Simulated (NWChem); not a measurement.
System: RbCl; SMILES [Cl][Rb]

```xyz
2

Rb     0.0000     0.0000    -0.8861
Cl     0.0000     0.0000     1.9285
```
Atoms are numbered in this order, from 1.

Computed with NWChem. Coordinates come from a PBE0/def2-SVP optimisation. def2 effective core potentials on Rb; no spin-orbit coupling. Total energies compare along this basis series because the functional is fixed.

| level | basis functions | energy (Ha) | highest occupied level (eV) | orbital gap (eV) | dipole (D) |
|---|---|---|---|---|---|
| PBE/def2-SVP | 42 | -484.0309 | -4.42 | 2.53 | 9.85 |
| PBE/def2-SVPD | 54 | -484.0452 | -4.71 | 2.87 | ? |
| PBE/def2-TZVP | 70 | -484.1929 | -4.63 | 2.76 | 10.29 |
| PBE/def2-TZVPD | 79 | -484.1946 | -4.69 | 2.84 | 10.39 |
| PBE/def2-TZVPP | 82 | -484.1932 | -4.63 | 2.76 | 10.29 |
| PBE/def2-QZVP | 119 | -484.2096 | -4.70 | 2.86 | 10.28 |

### Question
Complete the blanks.

### Answer

- PBE/def2-SVPD, dipole (D): 10.55
